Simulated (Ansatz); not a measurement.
The pair A = NH3 (SMILES N) (first 4 atoms), B = HBr (SMILES Br); geometry from B3LYP-D3(BJ)/def2-TZVP.
(charge 0, multiplicity 1):
```json
[
 {"atom": "N", "x (Å)": "0.2635", "y (Å)": "-0.0225", "z (Å)": "0.4461"},
 {"atom": "H", "x (Å)": "1.1958", "y (Å)": "0.0311", "z (Å)": "0.0518"},
 {"atom": "H", "x (Å)": "-0.1763", "y (Å)": "-0.8770", "z (Å)": "0.1234"},
 {"atom": "H", "x (Å)": "-0.2766", "y (Å)": "0.7669", "z (Å)": "0.1102"},
 {"atom": "Br", "x (Å)": "0.4058", "y (Å)": "0.0116", "z (Å)": "3.6068"},
 {"atom": "H", "x (Å)": "0.3377", "y (Å)": "-0.0047", "z (Å)": "2.0949"}
]
```

Frozen-core correlation. Filled d and f shells under p-block atoms count as core. MP2 and its Hartree–Fock in aug-cc-pVQZ are density fitted.

Programs: Ansatz (a quantum-chemistry and plane-wave program). Values without a source in brackets are computed.

The counterpoise-corrected interaction energy is E(AB) − E(A in the pair's basis) − E(B in the pair's basis). Total energies (hartree):

```json
[
 {"level": "HF/aug-cc-pVTZ", "AB": "-2629.2726129", "A in the pair's basis": "-56.2202173", "B in the pair's basis": "-2573.0439481"},
 {"level": "MP2/aug-cc-pVTZ", "AB": "-2629.7003805", "A in the pair's basis": "-56.4609319", "B in the pair's basis": "-2573.2232951"},
 {"level": "HF/aug-cc-pVQZ", "AB": "-2629.2789002", "A in the pair's basis": "-56.2238077", "B in the pair's basis": "-2573.0467360"},
 {"level": "MP2/aug-cc-pVQZ", "AB": "-2629.7367039", "A in the pair's basis": "-56.4778240", "B in the pair's basis": "-2573.2419394"},
 {"level": "CCSD(T)/aug-cc-pVTZ", "AB": "-2629.7442398", "A in the pair's basis": "-56.4808472", "B in the pair's basis": "-2573.2496775"}
]
```

Question: Work out the counterpoise-corrected interaction energy at the basis-set limit: extrapolate the MP2 correlation part as X⁻³, take Hartree–Fock from the larger set, and add the CCSD(T) − MP2 difference of aug-cc-pVTZ.

Answer: 
1. Differences (1 hartree = 627.509 kcal/mol): HF/aug-cc-pVTZ -5.301; MP2/aug-cc-pVTZ -10.136; HF/aug-cc-pVQZ -5.244; MP2/aug-cc-pVQZ -10.630; CCSD(T)/aug-cc-pVTZ -8.606.
2. Correlation parts, MP2 less HF: -4.836 in aug-cc-pVTZ (X = 3), -5.387 in aug-cc-pVQZ (X = 4).
3. Limit (4³·(-5.387) − 3³·(-4.836))/(4³ − 3³) = -5.789; with HF/aug-cc-pVQZ it gives -11.032.
4. CCSD(T) less MP2 in aug-cc-pVTZ: 1.530.
Result: -9.50 kcal/mol, against -10.14 at MP2/aug-cc-pVTZ. It is an estimate of this method's limit, not of the exact value.
